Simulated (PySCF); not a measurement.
## Adding and removing an electron: AlTl

UHF-CCSD(T); PySCF, scalar-relativistic core potentials, basis sets Al def2-SVPD, Tl def2-SVPD with ECP60. Neutral (UHF): triplet (σ ↑, π ↑), Re = 2.937 Å, ωe = 181 cm⁻¹, De = 1.11 eV.

AlTl⁺ (UHF): doublet (σ ↑), Re = 3.492 Å, ωe = 104 cm⁻¹. The energies at the minima are -413.46172 hartree for AlTl and -413.26354 for AlTl⁺.

Q: Work out the adiabatic ionisation energy, without and with harmonic zero-point energies (1 hartree = 27.2114 eV, 1 eV = 8065.5 cm⁻¹), and the change of the bond length.

A: At UHF-CCSD(T): 0.19818 hartree = 5.393 eV between the minima; the zero-point term (104.0 − 181.0)/2 cm⁻¹ = -0.005 eV makes it 5.388 eV. Re changes by +55.5 pm against the neutral. The electron leaves a π orbital, and the ion is left as a loose complex of an ion and an atom.

Correlated steps freeze 9 core orbitals. Correlated levels converge slowly with the basis: in double zeta they bind strong bonds too weakly, by up to about 1 eV, and carry superposition errors of some tenths. These are scalar-relativistic numbers at best; spin–orbit coupling would shift them, the dissociation energy most. States were picked by a PBE0 search and need not be the measured ground states.
